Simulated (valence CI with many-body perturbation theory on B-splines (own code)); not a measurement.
Results of a calculation; reference values are marked as such.
Sensitivity of CI+MBPT for Pm XLVIII

Method: relativistic CI+MBPT: four valence electrons over a frozen Dirac-Fock core [Ne], a basis of 6 s, 6 p, 5 d, 3 f, 1 g functions for each j, with the one-electron correlation potential Σ1 (screened to all orders), the two-electron term Σ2, the three-electron term Σ3, Breit, model QED; selected single and double excitations, second order for the rest, scaled by the run's own slope (own B-spline code, finite nucleus).

No measured spectrum was set against this ion. As an estimate, large intervals hold to a few tenths of a per cent, small ones and those within an open d or f shell to about a per cent.

The reference run has the lowest level (3s^2 3p1/2^2) J=0 and an ionisation energy of 4058.57 eV. Its largest variational space holds 10000 state functions.

Levels are named by their leading jj configuration (3d3/2^4 stands for four electrons in 3d with j = 3/2), which in mixed levels can hold well under half, so a name can repeat and another be missing. Letters in brackets count levels of one name in rising energy.

Changed runs:
A. QED terms on → off
B. logarithmic knot step 0.27 → 0.4
C. orbitals per symmetry with explicit Σ2 and valence Breit (the others get mean screening factors) 5 → 4
D. box radius (bohr) 1.756 → 0.45 (bad on purpose)

Excitation energies of the reference run in cm⁻¹, and shifts in cm⁻¹:

| Level | Reference | A | B | C |
| --- | --- | --- | --- | --- |
| (3s^2 3p1/2 3p3/2) J=1 | 1089660 | -1788 | +12 | -0.7 |
| (3s^2 3p1/2 3p3/2) J=2 | 1150060 | -1781 | +12 | -9.0 |
| (3s 3p1/2^2 3p3/2) J=2 | 2087420 | +15777 | +13 | -1.4 |
| (3s 3p1/2^2 3p3/2) J=1 | 2271730 | +14172 | +15 | +5.3 |
| (3s^2 3p3/2^2) J=2 | 2283630 | -3409 | +24 | +1.0 |
| (3s^2 3p3/2^2) J=0 | 2414020 | -3374 | +25 | +21 |
| (3s^2 3p1/2 3d3/2) J=2 | 2479370 | +1138 | +22 | -3.3 |
| (3s^2 3p1/2 3d3/2) J=1 | 2739300 | +3364 | +21 | -1.8 |
| (3s^2 3p1/2 3d5/2) J=2 | 2837030 | +2176 | +23 | -1.5 |
| (3s^2 3p1/2 3d5/2) J=3 | 2851210 | +847 | +23 | -3.1 |
| (3s 3p1/2 3p3/2^2) J=2 [a] | 3170290 | +12679 | +25 | +1.3 |
| (3s 3p1/2 3p3/2^2) J=3 | 3262340 | +12910 | +26 | -13 |
| Ionisation energy (eV) | 4058.57 | -0.042 | +0.0013 | +0.002 |

Run D: It gave no result. The program said: "need at least one array to concatenate".
